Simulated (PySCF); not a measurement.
hydrogen telluride (H2Te), SMILES [TeH2]. Atoms are numbered in the order given.

```xyz
3

Te     0.0000     0.0000     0.0439
H      0.0000    -1.1788    -1.1407
H      0.0000     1.1788    -1.1407
```
Charge 0, spin multiplicity 1.

Coordinates come from a PBE-D3(BJ)/def2-TZVPD optimisation. The def2 effective core potentials stand for the cores of Te; spin–orbit coupling is left out.

Method: PBE/def2-TZVPD run with PySCF.

Computed frontier levels, gap, dipole moment and polarisability:
```yaml
highest_occupied_level: -5.54 eV
lowest_empty_level: -1.67 eV
orbital_gap: 3.87 eV
dipole_moment: 0.09 D
quadrupole, principal values (traceless, Buckingham form, about the centre of nuclear charge): -4.62, 1.52, 3.10 D·Å
mean_static_polarisability: 45.8 bohr³ (6.79 Å³)
polarisability_principal_values: 44.7, 45.1, 47.7 bohr³
```
